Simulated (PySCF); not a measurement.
In(NH2)3 (H6InN3), SMILES [NH2][In]([NH2])[NH2]. Geometry optimised at B3LYP-D3(BJ)/def2-SVP. The def2 effective core potentials stand for the cores of In; spin–orbit coupling is left out. The values are those of a single conformer.

These are PySCF 2.14.0 with B3LYP-D3(BJ)/def2-SVP values and carry that method's errors.

Harmonic wavenumbers (cm⁻¹): 107, 114, 138, 144, 215, 224, 412, 419, 448, 583, 598, 598, 718, 801, 801, 1525, 1531, 1539, 3511, 3512, 3513, 3605, 3607, 3607. Rotational constants (GHz): 4.619, 4.529, 2.307; symmetry number 1.

Task: Work out the zero-point energy and the ideal-gas rigid-rotor harmonic-oscillator thermochemistry at 298.15 K and 1 atm.

Result: ZPE = ½ Σ hcν = ½ × 32269 cm⁻¹ = 193.01 kJ/mol. H − E(el) = 217.19 kJ/mol. Entropy in J/(mol K): translation 172.26, rotation 110.05, vibration 86.89, total 369.20. G − E(el) = 107.11 kJ/mol. Cp = 121.14 J/(mol K). Modes under 150 cm⁻¹ make the vibrational entropy uncertain.
